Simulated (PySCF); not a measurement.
**Os(67+): ionisation energy**

Os(67+) [He] 2s2 2p5 (2P) → Os(68+) [He] 2s2 2p4 (3P), as a difference of total energies. Computed with PySCF 2.14 in an uncontracted even-tempered set (18 s from 46 bohr⁻², ratio 2.2; 13 p from 59 bohr⁻², ratio 2.2; 5 d from 230 bohr⁻², ratio 2.4; 5 f from 350 bohr⁻², ratio 2.4; 4 g from 520 bohr⁻², ratio 2.4), with the spin-free X2C one-electron Hamiltonian (Gaussian nucleus). Correlated levels: nothing frozen; virtual orbitals above 40 to 60 times the deepest correlated orbital energy dropped. The calculations carry no spin-orbit coupling.

```json
{"method": "UHF", "ionisation energy (eV)": "17394.7"}
{"method": "LDA", "ionisation energy (eV)": "17387.9"}
{"method": "PBE", "ionisation energy (eV)": "17393.3"}
{"method": "PBE0", "ionisation energy (eV)": "17394.1"}
{"method": "r2SCAN", "ionisation energy (eV)": "17399.6"}
{"method": "PW91", "ionisation energy (eV)": "17395.4"}
{"method": "PBEsol", "ionisation energy (eV)": "17389.7"}
{"method": "MP2 (all electrons)", "ionisation energy (eV)": "17396.6"}
{"method": "SCS-MP2 (all electrons)", "ionisation energy (eV)": "17396.6"}
```

Spin-orbit coupling is strong in these open shells (close to jj coupling). The scalar numbers leave it out and a first-order estimate fails, so it can dominate the gap to the real levels.

For this ion Breit and QED terms and the two-electron picture change, all absent here, outweigh the differences among the correlated methods.

For comparison: 16900 ± 40 eV (theoretical estimate listed by NIST; NIST Atomic Spectra Database, ionization energies).
